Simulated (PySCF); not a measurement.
## Electron correlation in O(2+) (oxygen, charge +2)

[He] 2s2 2p2, high-spin 3P determinant. Computed with PySCF 2.14 in 6-31G*, with no relativity, point nucleus. Frozen: 1s2; 4 electrons correlated.

MP2 pair energies summed by pair of shells (mhartree):

| pair | energy | share (%) |
| --- | --- | --- |
| 2s-2p | -26.26 | 55.9 |
| 2s-2s | -17.31 | 36.8 |
| 2p-2p | -3.41 | 7.3 |

Total MP2 correlation energy: -46.98 mhartree.

Same-spin part -6.06 and opposite-spin part -40.92 mhartree; SCS-MP2 scales them by 1/3 and 6/5 to -51.12 mhartree.

```csv
level,correlation energy (mhartree)
CCSD,-69.07
(T),-0.47
CCSD(T),-69.54
```

Diagnostics: T1 = 0.0048, D1 = 0.0090, largest double amplitude 0.126.

Cost of the coupled-cluster step: 0.06 s of wall time on 1 thread of Neoverse-V2 (shared host), for 4 correlated electrons.
